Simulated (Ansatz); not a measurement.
Reaction (redistribution): `B[SiH2][CH2][GeH3]` + `CB(C)C[SiH3]` → `BB(C)C[SiH3]` + `C[SiH2][CH2][GeH3]`

Program: Ansatz. Geometries: PBE0-D4/def2-TZVP. ΔE: electronic, gas phase. CBS: MP2 limit from def2 TZ/QZ plus the TZ coupled-cluster correction, frozen cores. DFT in def2-TZVPP. B3LYP here is the variant with VWN-RPA as its local correlation; programs differ in this. For Ge outer-core shells are correlated without core-valence functions, which leaves a few kJ/mol of doubt a bond. Scalar relativity is left out up to krypton. One conformer a species, not always the lowest.

```json
{"level": "PBE-D4", "ΔE (kJ/mol)": "-5.2", "difference from CCSD(T)/CBS": "-1.3"}
{"level": "r2SCAN-D4", "ΔE (kJ/mol)": "-6.0", "difference from CCSD(T)/CBS": "-2.1"}
{"level": "B3LYP-D4", "ΔE (kJ/mol)": "-6.8", "difference from CCSD(T)/CBS": "-2.9"}
{"level": "PBE", "ΔE (kJ/mol)": "-3.8", "difference from CCSD(T)/CBS": "0.1"}
{"level": "B3LYP", "ΔE (kJ/mol)": "-4.6", "difference from CCSD(T)/CBS": "-0.7"}
{"level": "HF/def2-TZVPP", "ΔE (kJ/mol)": "-1.1", "difference from CCSD(T)/CBS": "2.8"}
{"level": "SCS-MP2/def2-TZVPP", "ΔE (kJ/mol)": "-3.9", "difference from CCSD(T)/CBS": "0.0"}
{"level": "CCSD/def2-TZVPP", "ΔE (kJ/mol)": "-1.9", "difference from CCSD(T)/CBS": "2.0"}
{"level": "SCS-MP2/def2-QZVPP", "ΔE (kJ/mol)": "-4.9", "difference from CCSD(T)/CBS": "-1.0"}
{"level": "HF/CBS(def2)", "ΔE (kJ/mol)": "-1.6", "difference from CCSD(T)/CBS": "2.3"}
{"level": "CCSD(T)/CBS", "ΔE (kJ/mol)": "-3.9", "difference from CCSD(T)/CBS": "0"}
```

Largest T1 diagnostic among the species: 0.011.
